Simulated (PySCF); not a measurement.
Energy of Ti (titanium, neutral) between two integer charges

The 4s beta orbital of [Ar] 3d2 4s2 is emptied in steps (occupation f), with all orbitals relaxed, ending at [Ar] 3d2 4s1. Calculation: PySCF 2.14, in aug-cc-pVTZ-DK; scalar relativity by spin-free X2C-1e. The exact energy is a straight line in f; departures are measured from the line between the end points of the same method.

```json
{"f": "1", "BHandHLYP (eV)": "0.000", "r2SCAN0 (eV)": "0.000"}
{"f": "0.75", "BHandHLYP (eV)": "-0.262", "r2SCAN0 (eV)": "-0.299"}
{"f": "0.5", "BHandHLYP (eV)": "-0.358", "r2SCAN0 (eV)": "-0.384"}
{"f": "0.25", "BHandHLYP (eV)": "-0.275", "r2SCAN0 (eV)": "-0.268"}
{"f": "0", "BHandHLYP (eV)": "0.000", "r2SCAN0 (eV)": "0.000"}
```

```tsv
method	E(f=0) − E(f=1) (eV)	−ε at f=1 (eV)	−ε at f=0.5 (eV)
BHandHLYP	6.647	5.276	6.612
r2SCAN0	6.423	4.788	6.498
```

Orbital energy along the path (eV):

| f | BHandHLYP | r2SCAN0 |
| --- | --- | --- |
| 1 | -5.276 | -4.788 |
| 0.75 | -5.926 | -5.663 |
| 0.5 | -6.612 | -6.498 |
| 0.25 | -7.351 | -7.239 |
| 0 | -8.070 | -7.444 |

Reference removal energy between the ground levels: 6.828 eV (measured; NIST Atomic Spectra Database, ionization energies). The calculation has no spin-orbit coupling.
